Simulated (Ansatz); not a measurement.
H4GeSSi, SMILES `[SiH3][Ge][SH]` (lower singlet; Si–Ge–S–H torsion 180°) (charge 0, multiplicity 1). This singlet lies 1.25 eV below the relaxed triplet at the level frozen-core CCSD(T)/cc-pVTZ // PBE0-D3(BJ)/def2-TZVP (Ansatz, an electronic-structure program).

Z-matrix (Å, degrees):
```
Si
H 1 1.4894
H 1 1.4920 2 108.52
H 1 1.4921 2 108.52 3 115.96
Ge 1 2.4653 2 115.20 4 121.97
S 5 2.2116 1 90.57 2 -0.33
H 6 1.3468 5 97.41 1 -179.94
```
Charge 0, spin multiplicity 1.

The restricted HF start is unstable towards unrestricted orbitals.

Q: Give the natural occupations of the active orbitals, the CASSCF energy and the corrected energy for frozen-core fic-MRCISD+Q@CASSCF(6e,6o)/cc-pVTZ // PBE0-D3(BJ)/def2-TZVP in Ansatz.

A: 
| Property | Value |
|---|---|
| natural occupations | 1.98, 1.97, 1.94, 0.06, 0.03, 0.02 |
| CASSCF energy | -2764.2856 Ha |
| corrected energy | -2764.7669 Ha |
| weight of the reference | 0.861 |
